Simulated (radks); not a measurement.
The numbers below are computed, except where a source is named.
Task: Species: the antimony ion Sb3+. Configuration: [Ar] 3d10 4s2 4p5.75 4d10 5s2 5p0.25 (fractional occupations, a model configuration). Code: a radial shooting solver on a logarithmic mesh with Libxc functionals. Model: scalar-relativistic Kohn-Sham, PBE, spin-polarised, spherical densities, finite nucleus; open shells are filled with parallel spins first (spin-orbit coupling, left out, can overturn this in heavy ions); Fermi nuclear charge, rms radius 4.6802 fm. Some entries of the table are withheld. Estimate them.

orbital,occ.,eigenvalue (eV),<r^2> (bohr^2)
1s up,1,-30337.08,0.001094
1s down,1,-30336.99,0.001094
2s up,1,-4644.184,0.01773
2s down,1,-4644.135,0.01773
2p up,3,-4172.864,0.01401
2p down,3,-4172.785,0.01401
3s up,1,-936.6551,0.1249
3s down,1,-936.5772,0.1249
3p up,3,-782.9831,0.1254
3p down,3,-782.8941,0.1253
3d up,5,-548.4500,0.1106
3d down,5,-548.3599,0.1106
4s up,1,-180.7926,0.7039
4s down,1,-180.4622,0.7043
4p up,3,(1),0.8224
4p down,2.75,(2),0.8229
4d up,5,-64.8676,1.203
4d down,5,-64.5846,1.203
5s up,1,-39.8252,4.499
5s down,1,-39.5334,4.500
5p up,0.25,-29.6079,(3)
5p down,0,-29.3124,(4)

Result: 
(1) 4p up eigenvalue (eV): -133.6177
(2) 4p down eigenvalue (eV): -133.3022
(3) 5p up <r^2> (bohr^2): 6.125
(4) 5p down <r^2> (bohr^2): 6.136
